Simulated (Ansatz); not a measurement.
`B[Si](O)(F)OC` + H₂ → `CO[SiH](O)F` + BH₃  (hydrogenolysis of the Si–B bond)

Computed with Ansatz on PBE0-D4/def2-TZVP structures; ΔE is electronic, products minus reactants. CBS: MP2 limit from def2 TZ/QZ plus the TZ coupled-cluster correction, frozen cores. This one scheme is used for every species. Functionals use def2-TZVPP. B3LYP here is the variant with VWN-RPA as its local correlation; programs differ in this. Each species was taken in one conformer, which may not be the lowest.

```csv
level,ΔE (kJ/mol),difference from CCSD(T)/CBS
r2SCAN-D4,-37.3,5.9
B3LYP-D4,-41.6,1.6
ωB97X-V,-42.3,0.9
ωB97M-V,-45.1,-1.9
B2PLYP,-49.5,-6.3
PBE,-33.6,9.6
r2SCAN,-38.7,4.5
PBE0,-41.4,1.8
B3LYP,-49.8,-6.6
MP2/def2-TZVPP,-47.5,-4.3
CCSD/def2-TZVPP,-49.5,-6.3
CCSD(T)/def2-TZVPP,-45.1,-1.9
MP2/def2-QZVPP,-46.8,-3.6
HF/CBS(def2),-72.5,-29.3
MP2/CBS(def2),-45.7,-2.5
CCSD/CBS(def2),-47.6,-4.4
CCSD(T)/CBS,-43.2,0
```

Largest T1 diagnostic among the species: 0.012.

From PBE to PBE0 (25 % exact exchange), in def2-TZVPP and without D4, ΔE moves by −7.8 kJ/mol. In def2-TZVPP, CCSD(T) changes the Hartree–Fock value by +26.6 kJ/mol (the triples alone add +4.4 kJ/mol) and MP2 by +24.1 kJ/mol. The D4 term adds +8.2 kJ/mol with B3LYP and +4.6 kJ/mol with PBE0; it sums over pairs of atoms, weighted by their polarisabilities, and B3LYP, whose exchange is more repulsive, gets the larger term.
